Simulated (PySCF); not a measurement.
Ionisation energy of Cu²⁺ by level of theory

Cu²⁺ [Ar] 3d9 (2D) → Cu³⁺ [Ar] 3d8 (3F), as a difference of total energies. Calculation: PySCF 2.14, in aug-cc-pVTZ-PP with ECP10MDF (6s6p5d3f2g, 88 functions); scalar relativity through the core potential. Correlated levels: valence: 3s2 3p6 frozen. The calculations carry no spin-orbit coupling.

```csv
method,ionisation energy (eV)
UHF,34.048
LDA,38.014
r2SCAN,36.153
HSE06,36.719
r2SCANh,36.105
PBEsol,37.301
PW91,37.222
MP2 (valence),36.848
SCS-MP2 (valence),36.611
```

Q: Estimate what PBE gives.

A: 37.148 eV, closest to PW91 among the rows shown.

Q: Estimate what PBE0 gives.

A: 36.714 eV, closest to HSE06 among the rows shown.

The reference lies between the lowest fine-structure levels, while these numbers refer to the centres of the terms.

Errors of the correlated levels include the incompleteness of this basis and the frozen core.

For comparison: 36.841 ± 0.012 eV (measured; NIST Atomic Spectra Database, ionization energies).
